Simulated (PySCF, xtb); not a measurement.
Sn(OH)3 (H3O3Sn), SMILES [OH][Sn+]([OH])[OH], charge +1.

GFN2-xTB in xtb 6.7.1 at its own geometry gives an orbital gap of 4.60 eV.

Geometry: PBE0-D3(BJ)/def2-SVP. The spin state was assumed, not searched. The isomer is the one that the SMILES or the coordinates give; other isomers of the formula were not compared. The def2 effective core potentials stand for the cores of Sn; spin–orbit coupling is left out. Other conformers were not sampled.

Task: What does HF/def2-TZVP in PySCF give? (An estimate is asked for; the answer gives what the named calculation found.)

Result: gap 14.34 eV (levels -19.68 and -5.34 eV).
